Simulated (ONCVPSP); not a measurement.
**What the settings do to the ONCV potential of bismuth**

Base potential:

* Element: bismuth
* Generator: ONCVPSP 4.0.1
* Type: optimised norm-conserving Vanderbilt (ONCV)
* Functional: PBE
* Relativity: non-relativistic
* Frozen core: [Xe]
* Valence charge: 29
* Reference configuration: 4f14 5d10 6s2 6p1.5 (charge +1.5)
* Partial waves: 6s: rc 1.85 bohr, ncon 5, nbas 8, qcut 3.2 1/bohr, 2 projectors, debl 3.3 Ha; 6p: rc 2.35 bohr, ncon 4, nbas 7, qcut 3.2 1/bohr, 2 projectors, debl 1 Ha; 5d: rc 1.20 bohr, ncon 4, nbas 7, qcut 7.8 1/bohr, 2 projectors, debl 2.4 Ha; 4f: rc 0.70 bohr, ncon 3, nbas 8, qcut 21 1/bohr, 2 projectors, debl 1.6 Ha
* Local potential: polynomial inside 0.50 bohr (lpopt 3, dvloc0 0 Ha)
* Core correction: Teter function, fcfact 2.75, rcfact 1.6

In the f channel the program set the typed energies aside and used -6.829, 0.250 Ha.

All-electron outer shells of the reference configuration (PBE, non-relativistic, ld1.x):

```json
{"shell": "4f", "level (eV)": "-185.82", "outermost node (bohr)": "–", "outermost maximum (bohr)": "0.34"}
{"shell": "5s", "level (eV)": "-137.95", "outermost node (bohr)": "0.49", "outermost maximum (bohr)": "0.86"}
{"shell": "5p", "level (eV)": "-102.03", "outermost node (bohr)": "0.50", "outermost maximum (bohr)": "0.90"}
{"shell": "5d", "level (eV)": "-43.31", "outermost node (bohr)": "0.51", "outermost maximum (bohr)": "1.03"}
{"shell": "6s", "level (eV)": "-22.59", "outermost node (bohr)": "1.10", "outermost maximum (bohr)": "2.08"}
{"shell": "6p", "level (eV)": "-15.16", "outermost node (bohr)": "1.19", "outermost maximum (bohr)": "2.41"}
```

Cutoffs, loose and tight: the cutoffs (Ha) at which the residual kinetic energy of the hardest occupied pseudo-wave falls to 1 and 0.1 mHa per electron. They do not see the model core or the augmentation charge, which bear on the density cutoff. Test errors are all-electron minus pseudo excitation energies from the reference, over the configurations 4f14 5d10 6s2 6p3; 4f14 5d10 6s2 6p2; 4f14 5d10 6s2 6p1; 4f14 5d10 6s1 6p3. A dash means not determined; rows that change the core or the reference have their own tests.

A true bound ghost makes a file unfit for plane-wave use even where its test errors are small: the radial tests pick states by their node count and pass the ghost by.

```tsv
change	outcome	cutoff, loose	cutoff, tight	bound ghosts	GHOST(+) flags above zero	largest test error (meV)
base	generated, projector energies reset by the program	222 Ha	771 Ha	s, p	s, d	-3.8
s: qcut 2.1	generated, projector energies reset by the program	222 Ha	771 Ha	s, p	s, d	-4.0
s: qcut 2.3	generated, projector energies reset by the program	222 Ha	771 Ha	s, p	s, d	-3.9
s: qcut 2.8	generated, projector energies reset by the program	222 Ha	771 Ha	s, p	s, d	-3.8
s: qcut 3.3	failed: ERROR pspot: first pseudo wave function has node, program will stop	–	–	–	–	–
s: qcut 3.8	failed: ERROR pspot: first pseudo wave function has node, program will stop	–	–	–	–	–
s: qcut 4.4	failed: ERROR pspot: first pseudo wave function has node, program will stop	–	–	–	–	–
s: qcut 4.6	failed: ERROR pspot: first pseudo wave function has node, program will stop	–	–	–	–	–
```

Reading the sweep of the qcut of the s channel (base included, trends over the rows without a ghost): Bound ghosts are found at 2.1, 2.3, 2.8, 3.2 1/bohr. Every judged row has one, so this setting neither creates nor removes them. The generation fails at 3.3, 3.8, 4.4, 4.6 1/bohr.
